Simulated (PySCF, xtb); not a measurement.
Sn(Cl)(NMe2) (C2H6ClNSn), SMILES C[N](C)[Sn][Cl] (connectivity only; charge and spin as stated), neutral, multiplicity 1.

GFN2-xTB run with xtb at its own geometry gives an orbital gap of 2.68 eV and a dipole moment of 4.26 D.

Geometry: B3LYP-D3(BJ)/def2-SVP. The def2 effective core potentials stand for the cores of Sn; spin–orbit coupling is left out. One conformer was computed; it need not be the lowest.

Q: What does PySCF with r2SCAN/def2-TZVP give? (Estimate from the structure and the level; the computed values follow.)

A: gap 2.90 eV (levels -5.67 and -2.76 eV), dipole 3.39 D.
